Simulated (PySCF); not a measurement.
Harmonic spectrum computed at PBE0 in the def2-TZVP basis family (core potentials from Rb on, PySCF, no spin–orbit coupling):

```
symmetry  ω (cm⁻¹)  IR (km/mol)
      a1      1057         10.8
      a1      3153          1.0
      b2      3390          0.6
```

**Question.** Which molecule gave it? In each, all ligands are bound to the one heavy central atom.
A. VH₂ (quartet)
B. BeH₂ (singlet)
C. SrH₂ (singlet)
D. CH₂ (triplet)
E. H₂O (singlet)

**Answer.** D. It has C2v symmetry with C–H 1.079 Å (×2).
